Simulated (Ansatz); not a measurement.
GaHI2 (`[I][GaH][I]`). Charge 0, multiplicity 1. I: def2 effective core potential.

Q: List the harmonic frequencies (cm⁻¹, unscaled) at PBE0-D4/def2-TZVP in Ansatz. (Estimate.)

A: Ansatz gave: 70, 225, 281, 405, 587, 2021.

Q: Is this a minimum?

A: Yes, all 6 modes are real.

Q: Give the ideal-gas thermochemistry at 298.15 K and 1 bar (rigid rotor, harmonic oscillator; point group C2v, symmetry number 2).

A: Zero-point energy 21.5 kJ/mol; H(298) − E = 37.2 kJ/mol; entropy 339.4 J/(mol·K), of which translation 181.0, rotation 120.6, vibration 37.8; G(298) − E = -64.0 kJ/mol. Modes under 100 cm⁻¹ are hindered rotations or soft bends, so the harmonic entropy is rough.

Q: Rotational constants (cm⁻¹)?

A: 0.1723, 0.0149, 0.01371.
